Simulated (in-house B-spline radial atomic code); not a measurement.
## Correlation energy from the adiabatic connection: ω²r²/2, ω = 0.0493

Two electrons in a singlet, external potential ω²r²/2, ω = 0.0493 (atomic units). Full CI in B-splines (partial waves to l = 8, correlation up to 0.6 % small) with the density held fixed gives W(λ) = <V_ee>_λ − U, and E_c is the integral of W(λ) − W(0) from 0 to 1.

| λ | W(λ) − W(0) (hartree) |
| --- | --- |
| 0 | 0.00000 |
| 0.02 | -0.00207 |
| 0.05 | -0.00493 |
| 0.12 | -0.01057 |
| 0.25 | -0.01824 |
| 0.4 | -0.02422 |
| 0.6 | -0.02951 |
| 0.8 | -0.03310 |
| 1 | -0.03570 |

(1) Integrate the table by the trapezoid rule.

(2) Now use only three numbers: W(0) = -0.14039, the initial slope W'(0) = -0.1071 (extrapolated from the first points) and the strong-coupling limit of the point-charge-plus-continuum model, W∞ = -0.1892. What do second-order theory and the interpolation W(λ) = W∞ + (W(0) − W∞)/√(1 + 2χλ) of Seidl, Perdew and Levy give?

Results:

(1) The strips give -0.00002, -0.00011, -0.00054, -0.00187, -0.00318, -0.00537, -0.00626, -0.00688, which sum to -0.02424 hartree. The direct value, W(1) − W(0) + T_c with T_c = 0.01132, is -0.02438; the curve is convex, so chords lie above it and the trapezoids fall short in size by 0.58 %.

(2) Second order keeps the slope alone: E_c = W'(0)/2 = -0.05355, +120 % in size against -0.02438. Matching the slope fixes χ = W'(0)/(W∞ − W(0)) = -0.1071/(-0.04881) = 2.19422. Integrating, with s = √(1 + 2χ) = 2.321302, E_c = −(W(0) − W∞)(s − 1)/(s + 1) = −0.04881 × 1.321302/3.321302 = -0.01942 hartree, -20.4 % in size against the full result. At λ = 1 the formula gives W − W(0) = -0.02778 against -0.03570. Part of the miss can come from the model's W∞, which here lies above the computed W at λ = 10, -0.19329.
